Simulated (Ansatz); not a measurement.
# F2H3InSi: structure from calculated spectroscopic constants

These gas-phase data were calculated for one isomer of F2H3InSi at PBE0-D3(BJ)/def2-SVP (harmonic, unscaled wavenumbers; equilibrium rotational constants with average atomic masses):

```
rotational constants            : 6.247, 1.285, 1.144 GHz
all wavenumbers above 1500 cm⁻¹ : 2240, 1799, 1790
dipole moment                   : 1.96 D (PBE0/def2-TZVPD)
```

Candidates:

(1) `F[SiH](F)[InH2]`, a singlet
(2) `F[SiH2][InH][F]`, a singlet

Question: Assign the data to one candidate and say why.

Answer: Candidate (1). 1 mode lies between 2000 and 2380 cm⁻¹, one for each Si–H bond, while (2) has 2.

The same quantities for all candidates:

```tsv
	rotational constants (GHz)	wavenumbers above 1500 cm⁻¹	dipole (D)	E above the lowest, PBE0-D3(BJ)/def2-SVP (kcal/mol)
(1)	6.247, 1.285, 1.144	2240, 1799, 1790	1.96	0.0
(2)	7.666, 1.369, 1.178	2247, 2234, 1813	1.88	13.4
```

Harmonic stretches to hydrogen usually lie a few per cent above observed fundamentals. Each candidate is one conformer. Atoms past krypton carry core potentials. Programs: Ansatz 0.2.0.
